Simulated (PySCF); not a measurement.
CH6N2OSi.
Bonds: N1–Si2, Si2–N3, N3–C4, C4–O5 (double). Hydrogens: H6, H7 on N1; H8, H9 on Si2; H10 on N3; H11 on C4.

Method used: PBE0-D3(BJ)/def2-SVP geometry optimisation, gas phase (PySCF 2.14.0).

(1) Give the optimised bond lengths and angles.

Answers

(1) 
```tsv
bond	length (Å)	order
N1–Si2	1.716	single
Si2–N3	1.790	single
N3–C4	1.357	single
C4=O5	1.213	double
N1–H6, N1–H7	1.015	single
Si2–H8, Si2–H9	1.487	single
N3–H10	1.014	single
C4–H11	1.117	single
```

Bonds in one row agree within 0.01 Å and their mean is given. Orders are formal, as drawn. A selection of angles:
```tsv
angle	degrees
Si2–N1–H6	116.5
Si2–N1–H7	119.6
H6–N1–H7	110.6
N1–Si2–N3	115.9
N1–Si2–H8	109.1
N3–Si2–H8	102.7
N3–Si2–H9	107.7
H8–Si2–H9	112.2
Si2–N3–C4	118.3
Si2–N3–H10	124.2
C4–N3–H10	117.5
N3–C4–O5	122.9
N3–C4–H11	114.9
O5–C4–H11	122.2
```

Dihedral angles: N1–Si2–N3–C4 60° (synclinal); Si2–N3–C4–O5 -2° (synperiplanar). The mirror-image conformer, all signs reversed, is as good.

N1 (silicon-bound nitrogen) is pyramidal (angles 119.6°, 116.5° and 110.6°, sum 346.8°, 0.25 Å off the plane of its three neighbours). The N–Si distances run from 1.716 Å (N1–Si2, drawn single) to 1.790 Å (Si2–N3, drawn single), a spread of 0.074 Å. Si2 (SiH2 silicon) is distorted tetrahedral (angles from 102.7° to 115.9°). N3 (amide nitrogen) is planar (angles 124.2°, 118.3° and 117.5°, sum 360.0°, 0.01 Å off the plane of its three neighbours).

Point group: C1 (no symmetry element, even within 0.4 Å). Not checked by PBE0-D3(BJ)/def2-SVP frequencies. The numbers are those of one conformer (H–N1–Si2–N3 -67° and 71°, N1–Si2–N3–C4 60°, Si2–N3–C4–O5 -2°).

On an Arm Neoverse V1 with one thread, on a shared host, this took 1.7 min. These figures are those of the optimisation.
